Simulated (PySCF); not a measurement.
**A thermochemical cycle for MgI**

r²SCAN in PySCF with x2c-SVPall on every atom, spin-free X2C, for the lowest determinant that a PBE0 search found; no spin–orbit coupling. MgI, a doublet (σ ↑), has De = 2.55 eV to neutral atoms, and MgI⁺, a singlet (closed shell), has De = 2.35 eV to Mg⁺ + I.

At the same level the Mg atom ionises at 7.39 eV.

What is the adiabatic ionisation energy of the molecule, and does ionisation strengthen or weaken the bond?

IE = IE(Mg) + De(neutral) − De(ion) = 7.39 + 2.55 − 2.35 = 7.59 eV. De changes by -0.20 eV, so ionisation weakens the bond.

These are scalar-relativistic numbers at best; spin–orbit coupling would shift them, the dissociation energy most. For an ion De counts to the pair picked by the measured ionisation energies or electron affinities, which need not be the lowest pair at this level. States were picked by a PBE0 search and need not be the measured ground states.
